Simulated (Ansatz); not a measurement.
A ladder of methods for HI (hydrogen iodide)

HI has 2 atoms, charge 0, and is taken as a singlet. As SMILES, `I`. Geometry: optimised at B3LYP/def2-SVP.

```xyz
2

I    -0.6902    0.2481   -0.3494
H     0.6902   -0.2481    0.3494
```

Quantity: the adiabatic ionisation energy (to the doublet cation, shapes relaxed at B3LYP/def2-SVP, no zero-point term), in eV. The values are calculated.

| level | kind | program | value (eV) |
| --- | --- | --- | --- |
| HF/def2-TZVPP (core potential) | Hartree–Fock | Ansatz | 9.61 |
| SVWN5/def2-TZVPP (core potential) | LDA | Ansatz | 10.78 |
| BLYP/def2-TZVPP (core potential) | GGA | Ansatz | 10.41 |
| r2SCAN/def2-TZVPP (core potential) | meta-GGA | Ansatz | 10.56 |
| PBE0-D4/def2-TZVPP (core potential) | global hybrid | Ansatz | 10.56 |
| CAM-B3LYP/def2-TZVPP (core potential) | range-separated hybrid | Ansatz | 10.62 |
| wB97M-V/def2-TZVPP (core potential) | range-separated hybrid | Ansatz | 10.51 |
| B2PLYP/def2-TZVPP (core potential) | double hybrid | Ansatz | 10.55 |
| RPA@PBE/def2-TZVPP (core potential) | RPA | Ansatz | 10.55 |
| MP2/def2-TZVPP (core potential) | perturbation theory | Ansatz | 10.58 |

Spin-orbit coupling, which can split open shells on such heavy atoms by tenths of an eV, is left out. The values span 9.61 to 10.78 eV. In the correlated wave-function rows the outer d shell of I is correlated, in sets not made for it.
